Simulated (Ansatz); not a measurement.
Ideal-gas functions of AlBH4OSiTe, SMILES `O[B]1[SiH2][Al]1[TeH]` at 298.15 K and 1 bar, from an Ansatz frequency run at PBE0-D4/def2-TZVP.

Molar mass 213.51 g/mol, point group C1 (symmetry number 1), electronic degeneracy 1, moments of inertia 112.308, 948.529, 1057.57 u Å². Harmonic wavenumbers (cm⁻¹, unscaled): 74, 78, 115, 174, 265, 293, 326, 420, 453, 477, 517, 551, 593, 646, 1016, 1145, 1393, 1838, 2139, 2145, 3880.

Use S(trans) = R[1.5 ln M + 2.5 ln T − 1.1517]; rotational temperatures θ = 24.2544 K / I; S(rot) = R[ln(√π/σ · √(T³/θAθBθC)) + 1.5]; for each mode x = 1.438777 ν̃/T, S = R[x/(eˣ − 1) − ln(1 − e⁻ˣ)] and H = RT x/(eˣ − 1); 1 cm⁻¹ = 0.0119627 kJ/mol; R = 8.31446 J/(mol·K).

Task: By hand: the entropy, in J/(mol·K).

Result: Translation 175.7. Rotation: θ = 0.216, 0.0256, 0.0229 K, giving 125.6. Vibration, mode by mode: 16.92, 16.49, 13.32, 10.01, 6.81, 6.09, 5.35, 3.73, 3.29, 3.00, 2.58, 2.27, 1.93, 1.58, 0.37, 0.22, 0.08, 0.01, 0.00, 0.00, 0.00, in all 94.1. Electronic 0.0. Sum 395.4 J/(mol·K).

Task: By hand: H − E and G − E in kJ/mol, counted from the electronic energy.

Result: Zero-point energy ½ × 18538 × 0.0119627 = 110.9; thermal vibration 15.0; translation, rotation and pV give 4 RT = 9.9. H − E = 135.8 kJ/mol, and G − E = 135.8 − 298.15 × 395.4/1000 = 17.9 kJ/mol.

Vibration gives 24 % of the entropy, 46.7 J/(mol·K) of it from the modes under 150 cm⁻¹: soft modes count most, and the harmonic formula is weakest for them. The sum counts one conformer and one mirror image; others add a mixing term.
